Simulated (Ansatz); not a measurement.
BeTe2⁻, relaxed as a doublet with UKS PBE-D4/def2-TZVPD in Ansatz, starting from the GFN2-xTB geometry. Force threshold 0.02 eV/Å.

In the def2 sets Te takes a core potential; there is no spin–orbit coupling. The gap within one spin of the charge -1 doublet nearly closes, so an electron or hole may be smeared out by delocalisation error. The relaxation made no stability test and no search for a lower SCF solution. The structure comes from a short search, and lower isomers may exist.

Start:

Cartesian coordinates in Å:
```
Be 0.001 0.000 -0.002
Te 1.476 -1.435 0.807
Te -1.478 1.435 -0.805
```

```tsv
step	energy (eV)	largest force component (eV/Å)	SCF passes
1	-14990.8859	0.052	24
2	-14990.8862	0.014	25
```

Force components are those of the run's own axes.

End:

```csv
atom,x (Å),y (Å),z (Å)
Be1,0.001,0.000,-0.001
Te2,1.482,-1.440,0.809
Te3,-1.482,1.440,-0.808
```

By distances, no bond broke or formed. The bond that changes most is Be1–Te2, from 2.21 to 2.22 Å (atoms count from 1).

No frequencies were taken in this run, so the end may be a saddle point.

Run time 2.9 s (4 threads of Arm Neoverse V2 on a shared host).
